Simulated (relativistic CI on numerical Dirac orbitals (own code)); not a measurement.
## Tc²⁺: resonant inelastic scattering at the M2,3 edge

Computed with this model: Dirac-Coulomb-Breit CI, separate exchange-only KLI orbitals for each configuration, QED by a radiative potential, valence Slater integrals scaled by 0.7, Kramers-Heisenberg scattering through one core-hole configuration in a parametric crystal field; configurations [Kr] 4d5 → [Ne] 3s2 3p5 3d10 4s2 4p6 4d6; 300 K; core-hole width 1.2 eV; summed over polarisations. Incident energies are the highest absorption maxima for each field (at most a few, so the weaker spin-orbit partner edge can be absent), on the computed scale of the free ion. Intensities are in per cent of the strongest line above 0.02 eV; levels within 1 cm⁻¹ are merged; final levels count from the ground level, the first row holds all elastic scattering, lines under 0.4 are left out and each table stops after 24 rows. The scale of the Slater integrals is a model choice and moves the terms in proportion.

Field parameters in Wybourne normalisation: D4h B²₀ = −7Ds, B⁴₀ = 21(Dq − Dt), B⁴₄ = 21√(5/14) Dq. The field is a parameter set, without covalency.

S is read from ⟨S²⟩ = S(S + 1).

D4h, 10Dq = 27600, Ds = -1500, Dt = -550 cm⁻¹:

| Final level (eV) | Degeneracy | Irrep | S | 429.1 eV | 432.5 eV | 452.7 eV |
| --- | --- | --- | --- | --- | --- | --- |
| 0.000 | 2 | Γ7 | 0.51 | 249.3 | 527.0 | 70.8 |
| 0.141 | 2 | Γ6 | 0.51 | 79.8 | 23.9 | 4.4 |
| 0.304 | 2 | Γ7 | 0.51 | 100.0 | 11.6 | 1.6 |
| 2.195 | 2 | Γ7 | 1.50 | 0.3 | 3.6 | 0.7 |
| 2.235 | 2 | Γ7 | 1.50 | 1.8 | 8.7 | 6.2 |
| 2.265 | 2 | Γ6 | 1.50 | 0.2 | 3.3 | 1.1 |
| 2.300 | 2 | Γ6 | 1.50 | 0.1 | 3.8 | 0.7 |
| 2.489 | 2 | Γ6 | 1.49 | 0.6 | 18.5 | 4.2 |
| 2.494 | 2 | Γ7 | 1.50 | 1.3 | 15.5 | 5.4 |
| 3.005 | 2 | Γ6 | 1.51 | 0.3 | 6.3 | 3.6 |
| 3.017 | 2 | Γ7 | 1.50 | 1.0 | 44.0 | 19.7 |
| 3.217 | 2 | Γ7 | 0.51 | 8.1 | 70.4 | 15.1 |
| 3.311 | 2 | Γ6 | 0.51 | 0.6 | 7.4 | 2.3 |
| 3.408 | 2 | Γ7 | 0.52 | 1.5 | 20.6 | 3.8 |
| 3.524 | 2 | Γ6 | 0.54 | 1.2 | 7.9 | 2.2 |
| 3.545 | 2 | Γ7 | 0.53 | 1.2 | 24.8 | 10.3 |
| 3.621 | 2 | Γ6 | 1.41 | 1.4 | 31.9 | 13.6 |
| 3.661 | 2 | Γ6 | 1.45 | 0.1 | 6.5 | 6.2 |
| 3.682 | 2 | Γ6 | 0.63 | 1.4 | 16.1 | 8.8 |
| 3.683 | 2 | Γ7 | 1.47 | 0.4 | 10.9 | 6.5 |
| 3.702 | 2 | Γ7 | 1.48 | 0.2 | 10.7 | 3.0 |
| 3.741 | 2 | Γ6 | 0.61 | 0.8 | 20.1 | 18.8 |
| 3.881 | 2 | Γ7 | 0.60 | 2.7 | 15.7 | 18.3 |
| 4.122 | 2 | Γ7 | 1.12 | 1.3 | 24.7 | 6.6 |

D4h, 10Dq = 27600, Ds = -860, Dt = -550 cm⁻¹:

| Final level (eV) | Degeneracy | Irrep | S | 429 eV | 432.3 eV | 452.6 eV |
| --- | --- | --- | --- | --- | --- | --- |
| 0.000 | 2 | Γ7 | 0.51 | 316.5 | 623.1 | 76.3 |
| 0.167 | 2 | Γ7 | 0.50 | 99.0 | 25.6 | 3.5 |
| 0.185 | 2 | Γ6 | 0.51 | 100.0 | 20.0 | 2.9 |
| 2.235 | 2 | Γ7 | 1.50 | 0.5 | 9.5 | 1.7 |
| 2.273 | 2 | Γ7 | 1.50 | 2.0 | 24.6 | 11.2 |
| 2.303 | 2 | Γ6 | 1.50 | 0.5 | 11.8 | 2.7 |
| 2.333 | 2 | Γ6 | 1.50 | 0.4 | 11.1 | 2.9 |
| 2.764 | 2 | Γ6 | 1.49 | 0.4 | 19.5 | 5.2 |
| 2.768 | 2 | Γ7 | 1.49 | 0.8 | 18.1 | 5.7 |
| 2.969 | 2 | Γ6 | 1.51 | 0.3 | 7.0 | 3.4 |
| 2.983 | 2 | Γ7 | 1.50 | 0.8 | 33.6 | 14.8 |
| 3.240 | 2 | Γ7 | 0.51 | 6.5 | 66.0 | 17.8 |
| 3.330 | 2 | Γ7 | 0.58 | 1.9 | 43.1 | 9.8 |
| 3.343 | 2 | Γ6 | 0.52 | 1.5 | 20.2 | 8.2 |
| 3.378 | 2 | Γ6 | 1.49 | 0.7 | 18.7 | 14.1 |
| 3.404 | 2 | Γ6 | 1.47 | 0.5 | 11.7 | 9.5 |
| 3.430 | 2 | Γ7 | 1.47 | 0.5 | 9.6 | 10.2 |
| 3.456 | 2 | Γ7 | 1.47 | 0.3 | 12.8 | 8.6 |
| 3.553 | 2 | Γ6 | 0.56 | 2.7 | 32.6 | 3.1 |
| 3.569 | 2 | Γ7 | 0.55 | 2.0 | 23.2 | 13.6 |
| 3.867 | 2 | Γ6 | 0.51 | 1.8 | 28.1 | 13.8 |
| 3.905 | 2 | Γ6 | 0.51 | 0.6 | 21.9 | 8.5 |
| 4.038 | 2 | Γ7 | 0.52 | 2.0 | 24.3 | 14.1 |
| 4.095 | 2 | Γ7 | 1.70 | 0.5 | 14.4 | 4.5 |

For the first field the strongest loss at the lowest incident energy is the level at 0.30 eV (S = 0.51, against 0.51 in the thermal ground state). Levels of other spin, the first over 8 % at 2.23 eV, appear because spin-orbit coupling of the core hole, and in heavier ions of the valence shell too, mixes spins.
